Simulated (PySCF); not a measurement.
Al(OH)(PH2)2 (AlH₅OP₂), SMILES [OH][Al]([PH2])[PH2]. Atoms are numbered in the order given.

```xyz
9

Al     0.3280    -0.1893    -0.1070
O      1.7730    -0.9099    -0.6610
H      2.4809    -1.3049    -0.1446
P     -0.1266     0.0543     2.1815
H      0.2723    -1.2858     2.4881
H     -1.5058    -0.2854     2.0138
P     -0.9807     0.7865    -1.7745
H     -2.2083     0.3701    -1.1688
H     -0.8789    -0.3666    -2.6143
```

Geometry optimised at B3LYP-D3(BJ)/def2-SVP. The structure was generated by enumeration; whether it is a known compound was not checked. One conformer was computed; it need not be the lowest.

Calculation: PBE0/pcSseg-1 (PySCF).

GIAO shieldings, no solvent; atoms listed in one row are averaged. δ = σ(ref) − σ: ¹⁷O against H2O (σ = 334.2 ppm); ¹H against TMS (σ = 31.56 ppm); ³¹P against PH3 (σ = 586.6 ppm), references at their B3LYP-D3(BJ)/def2-TZVP geometries, non-relativistic.

| nucleus | atoms | count | δ (ppm) |
|---|---|---|---|
| ¹⁷O | O2 | 1 | 91.6 |
| ¹H | H3 | 1 | 3.46 |
| ¹H | H9 | 1 | 1.71 |
| ¹H | H5 | 1 | 1.44 |
| ¹H | H6 | 1 | 1.34 |
| ¹H | H8 | 1 | 1.22 |
| ³¹P | P4 | 1 | -21.6 |
| ³¹P | P7 | 1 | -28.4 |
